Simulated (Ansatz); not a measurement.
AlBH6OSi (`[BH2][AlH][O][SiH3]`) from Hartree–Fock to CCSD(T)

```xyz
10

B    -1.0961    2.2856    0.1334
Al   -1.3423    0.1785    0.1570
O     0.0391   -0.7819   -0.0053
Si    1.4545   -1.5547   -0.1733
H    -1.1268    2.9312   -0.8772
H    -0.9204    2.9299    1.1300
H    -2.7257   -0.5855    0.3162
H     1.4532   -2.3613   -1.4231
H     2.5789   -0.5807   -0.2408
H     1.6857   -2.4611    0.9832
```

The species carries charge 0 and has multiplicity 1. The structure was optimised at the PBE0-D4/def2-TZVP level. It is one conformer, not always the lowest. Frozen core, restricted reference, Ansatz 0.2.0. CBS rows extrapolate triple and quadruple zeta; past MP2 they add the triple-zeta difference.

```
     basis     HF (Eh)  MP2 corr.  CCSD corr.       (T)  CCSD(T) total
  def2-SVP  -633.69587   -0.42223           ?  -0.00995              ?
def2-TZVPP  -634.01360          ?           ?         ?              ?
def2-QZVPP  -634.03570   -0.57405           –         –              –
 CBS(def2)  -634.03874   -0.60412    -0.65494     as TZ     -634.71196
```

Q: Fill in the withheld values. (An estimate is asked.)

A: Computed: def2-SVP CCSD corr.: -0.47663; def2-SVP CCSD(T) total: -634.18245; def2-TZVPP MP2 corr.: -0.53346; def2-TZVPP CCSD corr.: -0.58428; def2-TZVPP (T): -0.01828; def2-TZVPP CCSD(T) total: -634.61616.
